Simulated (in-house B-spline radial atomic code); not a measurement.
Atomic self-consistent-field run: the zirconium ion Zr²⁺ (with a hole in an inner shell). Level of theory: Dirac-Kohn-Sham PBE, spherical fractional occupations, Fermi nucleus of rms radius 4.2694 fm; calculated with an all-electron radial atomic-structure program (B-spline basis).

In the input, a minus or plus after the letter marks the j = l - 1/2 or j = l + 1/2 subshell.

Command:
```bash
python run_scf.py task.json out
```
Settings (nuclear radius in fm, mass in u):
```
Z                40
configuration    1s2 2s2 2p6 3s2 3p6 3d-3 3d+6 4s2 4p6 4d2 5s1
hamiltonian      dirac
method           pbe,pbe
spin_polarised   False
nucleus          fermi
rms_radius       4.2694
atomic_mass      89.9047
speed_of_light   137.035999084
```

Output (hartree, bohr):
```
 radial grid: 79 intervals, B-splines of order 8, outer radius 53.7037 bohr

 iter        energy (Eh)    residual
    1       -3585.659710    4.59e-01
    2       -3588.745780    2.88e-01
    3       -3591.251318    5.07e-02
    4       -3591.348264    9.40e-03
    5       -3591.351748    6.25e-03
    6       -3591.353042    1.53e-03
    7       -3591.353082    8.75e-05
    8       -3591.353082    2.65e-06
    9       -3591.353082    5.41e-07
   10       -3591.353082    2.06e-08

 total energy                     -3591.35308
 kinetic                            3711.7241
 electron-nucleus                  -8621.1196
 Hartree                            1430.5326
 exchange-correlation               -112.4902

 first-order corrections (not in the total)
   Gaunt                             2.2747
   retardation                      -0.2240
   frequency dependence             -0.0127
   self-energy                       1.5287
   Uehling                          -0.1690
   Wichmann-Kroll                    0.0023
   recoil                            0.0156

 orbital      occ     eigenvalue          <r>       <r^2>       <1/r>       r_max    small
 1s1/2      2.000      -656.3889    0.0370666  0.00185276     41.2567     0.02414  2.12e-02
 2s1/2      2.000       -92.3985     0.162255   0.0310913     9.34288      0.1371  4.31e-03
 2p1/2      2.000       -84.7234      0.13864   0.0235893     9.31539       0.107  4.31e-03
 2p3/2      4.000       -81.5685     0.143012   0.0249716     8.91294      0.1106  4.18e-03
 3s1/2      2.000       -16.2739     0.454496    0.236792      3.1903      0.4066  1.14e-03
 3p1/2      2.000       -13.4208     0.450094    0.236041      3.0889      0.3941  1.09e-03
 3p3/2      4.000       -12.9062     0.460197    0.246542     2.99274       0.403  1.05e-03
 3d3/2      3.000        -7.9008     0.440863    0.234068     2.80131      0.3421  9.45e-04
 3d5/2      6.000        -7.8052     0.444197    0.237474     2.77657      0.3447  9.35e-04
 4s1/2      2.000        -2.8555      1.17002     1.54944     1.16524       1.051  2.57e-04
 4p1/2      2.000        -2.0519       1.2793     1.87038     1.05237       1.122  2.17e-04
 4p3/2      4.000        -1.9779      1.30659     1.95092     1.02566       1.145  2.09e-04
 4d3/2      0.800        -0.8141      1.76936     3.70374      0.7466       1.412  1.19e-04
 4d5/2      1.200        -0.8064      1.78215     3.75723    0.740698       1.422  1.17e-04
 5s1/2      1.000        -0.6651       3.0056      10.128    0.430709       2.708  4.83e-05
```

Cost of the run: 1 s on 1 thread of Arm Neoverse V2, on a shared host.

For the Dirac Hamiltonian the kinetic term is c α·p + (β - 1)c².
